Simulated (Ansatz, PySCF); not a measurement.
In(F) cation (FIn), SMILES [In][F] (connectivity only; charge and spin as stated), charge +1, multiplicity 2. Atoms are numbered in the order given.

```xyz
2

In     0.0000     0.0000    -0.1795
F      0.0000     0.0000     1.7571
```
Charge +1, spin multiplicity 2.

Coordinates come from a B3LYP-D3(BJ)/def2-TZVP optimisation. The spin state was assumed, not searched. The def2 effective core potentials stand for the cores of In; spin–orbit coupling is left out.

Two levels are set side by side: PBE-D3(BJ)/def2-TZVP (Ansatz, a first-principles code) and B3LYP-D3(BJ)/def2-TZVP (Ansatz). Each level has its own optimised geometry; the coordinates shown are those of the second. Frequencies come from the Hessian of PySCF at each geometry. Differences are taken from unrounded values.

| quantity | B3LYP-D3(BJ) |
|---|---|
| bond In1–F2 (Å) | 1.937 |
| highest harmonic wavenumber (cm⁻¹) | 536 |
| mean harmonic wavenumber (cm⁻¹) | 536 |
| zero-point energy (kcal/mol) | 0.77 |

**Question.** What does PBE-D3(BJ) give, and how far is it from B3LYP-D3(BJ)? (Estimate from the structure and the level; the computed values follow.)

**Answer.** 
| quantity | PBE-D3(BJ) | PBE-D3(BJ) minus B3LYP-D3(BJ) |
|---|---|---|
| bond In1–F2 (Å) | 1.944 | 0.007 |
| highest harmonic wavenumber (cm⁻¹) | 536 | 0 |
| mean harmonic wavenumber (cm⁻¹) | 536 | 0 |
| zero-point energy (kcal/mol) | 0.77 | 0.00 |

On these quantities the two levels nearly agree.
